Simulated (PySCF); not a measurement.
# DyCl: energy against distance

Set-up: Dy x2c-SVPall, Cl x2c-SVPall; spin-free X2C with a Gaussian nucleus (PySCF 2.14). Energies in eV from Dy (4f10 6s2) + Cl in their ground configurations at the same level. State: sextet, about 9.7 electrons in the 4f shell (Mulliken), real f orbitals that mix terms.

```json
{"R (Å)": "2.129", "B3LYP": "-3.318", "LDA": "-3.933"}
{"R (Å)": "2.228", "B3LYP": "-3.877", "LDA": "-4.452"}
{"R (Å)": "2.327", "B3LYP": "-4.183", "LDA": "-4.727"}
{"R (Å)": "2.402", "B3LYP": "-4.292", "LDA": "-4.818"}
{"R (Å)": "2.476", "B3LYP": "-4.326", "LDA": "-4.834"}
{"R (Å)": "2.550", "B3LYP": "-4.303", "LDA": "-4.794"}
{"R (Å)": "2.649", "B3LYP": "-4.208", "LDA": "-4.678"}
{"R (Å)": "2.773", "B3LYP": "-4.020", "LDA": "-4.466"}
{"R (Å)": "2.922", "B3LYP": "-3.735", "LDA": "-4.156"}
{"R (Å)": "3.120", "B3LYP": "-3.316", "LDA": "-3.709"}
```

Question: Put a parabola through the three lowest points of the B3LYP curve and estimate Re, k and ωe (reduced mass 28.82 u; 1 eV/Å² = 0.16022 mdyn/Å; ωe = 1302.8·√(k/μ) cm⁻¹).

Answer: Through R = 2.402, 2.476, 2.55 Å the second-order coefficient is 5.20 eV/Å², so Re ≈ 2.483 Å, k ≈ 1.67 mdyn/Å and ωe ≈ 313 cm⁻¹. A polynomial fit of higher order to the unrounded B3LYP energies gives Re = 2.479 Å, k = 1.62 mdyn/Å, ωe = 309 cm⁻¹; anharmonicity and rounding make the difference.

The higher-order fit for each curve: B3LYP: Re = 2.479 Å, ωe = 309 cm⁻¹, De = 4.33 eV; LDA: Re = 2.457 Å, ωe = 320 cm⁻¹, De = 4.84 eV.

These are scalar-relativistic numbers at best; spin–orbit coupling would shift them, the dissociation energy most. Counting both spins, an empty level lies below a filled one in some of these solutions, because spin and occupation are held. The state is the lowest single determinant that the PBE0 search found; with open d or f shells the true ground state can be another one.
